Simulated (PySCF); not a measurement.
CH3FO3Si, SMILES O=CO[Si@@H](O)F. Heavy atoms are numbered as in [O:1]=[CH:2][O:3][Si@@H:4]([OH:5])[F:6]. Hydrogens are named by the atom that carries them.

Geometry optimised at PBE0-D3(BJ)/def2-SVP. The structure was generated by enumeration; whether it is a known compound was not checked. The values are those of a single conformer.

Level of theory: PBE/pcSseg-1 run with PySCF.

GIAO shieldings, no solvent; atoms alike by connectivity are averaged. δ = σ(ref) − σ: ¹⁷O against H2O (σ = 334.3 ppm); ¹³C against TMS (σ = 182.0 ppm); ²⁹Si against TMS (σ = 335.4 ppm); ¹⁹F against CFCl3 (σ = 133.6 ppm); ¹H against TMS (σ = 31.49 ppm), references at their B3LYP-D3(BJ)/def2-TZVP geometries, non-relativistic.

Task: Estimate the chemical shifts. (The exact figures need the calculation; the answer reports its results.)

Result: 
```tsv
nucleus	atoms	count	δ (ppm)
¹⁷O	O1	1	451.8
¹⁷O	O3	1	260.8
¹⁷O	O5 (OH)	1	89.5
¹³C	C2 (CH)	1	165.6
²⁹Si	Si4 (SiH)	1	-46.8
¹⁹F	F6	1	-147.3
¹H	H on C2	1	8.20
¹H	H on O5	1	5.03
¹H	H on Si4	1	4.96
```
